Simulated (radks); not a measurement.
S+, configuration [Ne] 3s2 3p3. Calculated with a radial shooting solver on a logarithmic mesh with Libxc functionals: scalar-relativistic Kohn-Sham, LDA (Slater exchange, Perdew-Wang correlation), spin-polarised, spherical densities, finite nucleus; open shells are filled with parallel spins first; Fermi nuclear charge, rms radius 3.2611 fm.

Normalised radial functions P(r) = r R(r), r in bohr:

```
   r/bohr * 2s up, o 3s down (the largest magnitude, 1.5, reaches the edge; | marks zero, & curves that meet)
  0.01056                             | o   *
  0.01353                             | o    *
   0.0172                             |  o    *
  0.02204                             |  o     *
  0.02801                             |   o      *
  0.03561                             |   o       *
  0.04563                             |   o        *
  0.05801                             |   o       *
  0.07434                             |  o       *
   0.0945                             | o     *
   0.1211                             |o*
    0.154                        *  o |
   0.1973                *        o   |
   0.2508         *            o      |
   0.3188   *                 o       |
   0.4086  *                   o      |
   0.5194     *                    o  |
   0.6656           *                 |  o
   0.8461                  *          |        o
    1.084                        *    |             o
    1.378                           * |              o
    1.766                             *             o
    2.245                             *         o
    2.854                             *     o
    3.658                             * o
     4.65                             *o
    5.959                             &
```

2s up: eigenvalue -222.41 eV, 1 radial node at r = 0.132 bohr, <r> = 0.481 bohr, 90 % of the charge inside 0.755 bohr. 3s down: eigenvalue -25.644 eV, 2 radial nodes at r = 0.129, 0.600 bohr, <r> = 1.65 bohr, 90 % of the charge inside 2.50 bohr.
